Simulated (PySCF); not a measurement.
```xyz
3
charge 0 multiplicity 5, angstrom
Co    0.0000    0.0000    0.3227
O     0.0000    0.0000   -1.3106
H     0.0000    0.0000    1.9274
```

These are results of PySCF, UPBE0, basis Co def2-TZVP, O def2-TZVP, H def2-TZVP (no relativity, density fitting), not measurements.

This geometry of HCoO is a stationary point at this level.

**Question.** What is the point group?

**Answer.** C∞v.

**Question.** Is it a minimum?

**Answer.** No: it has 2 imaginary modes (one degenerate set), at 137i cm⁻¹ (π).

**Question.** List the harmonic modes with their infrared intensities.

**Answer.** 
```json
{"symmetry": "π", "ω (cm⁻¹)": "137i", "IR (km/mol, summed over degenerate members)": "–", "type": "bend"}
{"symmetry": "σ+", "ω (cm⁻¹)": "828", "IR (km/mol, summed over degenerate members)": "24.6", "type": "stretch"}
{"symmetry": "σ+", "ω (cm⁻¹)": "1810", "IR (km/mol, summed over degenerate members)": "165", "type": "stretch"}
```

**Question.** What are the dipole moment and the gap between the highest occupied and lowest empty levels of either spin?

**Answer.** 0.64 D and 4.30 eV.

**Question.** Give the atomic charges and bond orders.

**Answer.** 
```tsv
atom	Mulliken	Löwdin	polar tensor	spin (Mulliken)	Mayer order to Co1
Co1	0.62	0.46	0.91	2.99	–
O2	-0.45	-0.24	-0.50	1.10	1.80
H3	-0.17	-0.22	-0.42	-0.09	0.94
```

In C∞v the vibrations span π + 2σ+.

Other isomers or separated fragments may lie lower. With open d or f shells other occupations or spin states may lie lower.
